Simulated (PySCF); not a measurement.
# Correlation energy of Ne⁺ (neon, charge +1)

[He] 2s2 2p5, 2P determinant. Calculation: PySCF 2.14, in dyall-acv3z; scalar relativity by spin-free X2C-1e. Frozen: nothing; 9 electrons correlated; the 5 highest virtual orbitals of each spin left out.

```tsv
level	correlation energy (mhartree)
CCSD	-278.85
(T)	-3.18
CCSD(T)	-282.03
```

Diagnostics: T1 = 0.0034, D1 = 0.0062, largest double amplitude 0.023.

**Question.** Is a single reference adequate?

**Answer.** Yes: T1 lies below 0.03 and no double amplitude reaches 0.07.
